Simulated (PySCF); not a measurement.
## Telling isomers of C₈H₉OP apart by NMR

Gas phase, non-relativistic Hamiltonian, one computed conformer, equivalent nuclei averaged. Structure optimised with PBE0-D3(BJ)/def2-SVP; σ from GIAO-PBE0/pcSseg-1; PySCF 2.14.0 with density-fitted response routines.

δ = σ(ref) − σ, references computed at the same level: 1H and 13C against TMS. Splittings of carbon signals by F and P are missing where no couplings were computed. Where no couplings were computed, multiplicities follow the n + 1 count of equivalent neighbours, and m marks all less simple cases (inequivalent or close neighbours, rings, F or P nearby). Shifts are as computed. Against solution values, carbons near 30 ppm lie about +2 ppm off and those near 130 ppm about +5 ppm. Of 1313 compounds with measured shifts, 239 miss one by over three times the rms of a fit or turn the order of signals round; such compounds aren't used in these exercises.

(1) Tabulate the signals of `O=[P@@H]1C[C@@H]1c1ccccc1`, `CC#CP(C)c1ccoc1` and their relative energies.

(2) What is the quickest way to tell O=[P@@H]1C[C@@H]1c1ccccc1 from CC#CP(C)c1ccoc1?

Answers

(1) 
```tsv
SMILES	carbon types	δC	δH	E rel. (kcal/mol)
O=[P@@H]1C[C@@H]1c1ccccc1	1×C 6×CH 1×CH2	144.1, 134.2, 133.7, 132.3, 26.4, 19.7	7.66 (m, 2H), 7.47 (m, 2H), 7.40 (m, 1H), 7.17 (m, 1H), 1.81 (m, 1H), 1.51 (m, 1H), 1.48 (m, 1H)	0.0
CC#CP(C)c1ccoc1	3×C 3×CH 2×CH3	147.3, 143.3, 129.0, 119.1, 108.7, 83.6, 14.0, 6.1	7.41 (m, 1H), 7.02 (m, 1H), 6.69 (m, 1H), 2.03 (s, 3H), 1.49 (m, 3H)	36.2
```

Energies are electronic energies at PBE0/pcSseg-1 on these geometries, without zero-point or thermal terms, each for the one conformer computed, which needn't be the lowest.

(2) Count the carbon signals: 6 against 8. The first has a three-membered-ring carbon (CH) at 26.4 ppm, the second an alkyne carbon (C) at 83.6 ppm. Their most deshielded carbons lie at 144.1 and 147.3 ppm.
